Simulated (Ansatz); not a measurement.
Consider the ligand exchange at the Al–O bond: `C[O][Al]([NH2])[Cl]` + HBr → `[NH2][Al]([Cl])[Br]` + CH₃OH.

Computed with Ansatz on PBE0-D4/def2-TZVP structures; ΔE is electronic, products minus reactants. CCSD(T)/CBS adds triple-zeta CCSD(T) − MP2 to the extrapolated MP2 energy (def2 sets, frozen cores). This one scheme is used for every species. DFT in def2-TZVPP. For Br outer-core shells are correlated without core-valence functions, which leaves a few kJ/mol of doubt a bond. Scalar relativity is left out up to krypton. Each species was taken in one conformer, which may not be the lowest.

| species | ωB97M-V energy (Eh) |
| --- | --- |
| `C[O][Al]([NH2])[Cl]` | -873.87549 |
| HBr | -2574.60884 |
| `[NH2][Al]([Cl])[Br]` | -3332.77730 |
| CH₃OH | -115.71773 |

Question: Work out ΔE.

Answer: ΔE = (-3332.77730) + (-115.71773) − (-873.87549) − (-2574.60884) = -0.01070 Eh = -0.29 eV. CCSD(T)/CBS gives -0.32 eV.

Question: What do rigid-rotor, harmonic-oscillator terms from PBE0-D4/def2-TZVP frequencies (298.15 K, 1 bar) make of the CCSD(T)/CBS value? (Estimate.)

Answer: Ansatz gave: ΔZPE = +0.12 eV, ΔH = -0.22 eV, ΔS = 9 J/(mol·K), ΔG = -0.25 eV.

Largest T1 diagnostic among the species: 0.010.

From PBE to PBE0 (25 % exact exchange), in def2-TZVPP and without D4, ΔE moves by −0.03 eV. Leaving LDA and LC-ωPBE aside and taking each functional with its dispersion term where it has one, the values, not all of them listed here, spread over 0.16 eV, from HSE06-D4 to BLYP-D4. LDA lies +0.08 eV from PBE without D4.
